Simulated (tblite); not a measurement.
Start geometry of `[C@H]1(C#C)C[CH]NCC1` [radical] from a force field or distance geometry (Å):
```
atom  x, y, z in Å
C1     2.688    1.022    0.579
C2     1.836    0.377    0.011
C3     0.819   -0.438   -0.670
C4     0.209   -1.486    0.255
C5    -0.873   -0.944    1.152
N6    -1.859    0.007    0.589
C7    -1.198    1.056   -0.197
C8    -0.276    0.471   -1.267
H9     3.429    1.600    1.079
H10    1.309   -0.957   -1.494
H11    0.986   -1.952    0.884
H12   -0.234   -2.303   -0.335
H13   -1.074   -1.426    2.107
H14   -2.436    0.425    1.312
H15   -1.975    1.668   -0.676
H16   -0.641    1.727    0.479
H17    0.169    1.287   -1.845
H18   -0.887   -0.127   -1.975
```

Question: What comes out of this run: GFN2-xTB geometry optimisation, gas phase (tblite)?

Answer: 
```
atom  x, y, z in Å
C1     2.5079    1.0729    0.6643
C2     1.7450    0.3878    0.0471
C3     0.8134   -0.4438   -0.6922
C4     0.1869   -1.5042    0.2295
C5    -0.7775   -0.8898    1.1814
N6    -1.6527    0.0841    0.6952
C7    -1.1016    1.0876   -0.1928
C8    -0.3058    0.4094   -1.3025
H9     3.1816    1.6700    1.2029
H10    1.3689   -0.9437   -1.4959
H11    0.9685   -2.0223    0.7921
H12   -0.3039   -2.2570   -0.4117
H13   -1.1730   -1.4995    1.9769
H14   -2.2437    0.4769    1.4160
H15   -1.9317    1.6615   -0.6163
H16   -0.4360    1.7842    0.3428
H17    0.1128    1.1683   -1.9660
H18   -0.9680   -0.2360   -1.8826
```

The energy falls by 6.6 kcal/mol over 56 L-BFGS steps, the largest force on an atom goes from 2.72 to 0.009 eV/Å, and the atoms move by 0.161 Å rms after alignment. The bond that changes most is C5–N6 (ends: carbon bonded to C, N and H; nitrogen bonded to 2 C and H), which shortens by 0.084 Å. Bonds longer at the end by more than 0.005 Å: 2 of 18; shorter: 10. Among the angles that change most is C5–N6–C7, from 111.2° to 117.3°. Among the dihedrals that turn most is H13–C5–N6–C7, from 148° to 169°. Rotational constants go from 3239, 1684, 1485 to 3109, 1832, 1650 MHz. The orientation of the end geometry is arbitrary; only internal coordinates are fixed.

Time: 0.34 s of wall time. Hardware: an Arm Neoverse V1 with one thread, on a shared host.

Its GFN2-xTB frequencies are all real (lowest 93 cm⁻¹). 3 starts were optimised and ended at 0.00, 2.20 and 7.98 kcal/mol (GFN2-xTB); the lowest of these is shown.

One conformer stands for the species.

The numbers are calculated, not measured.
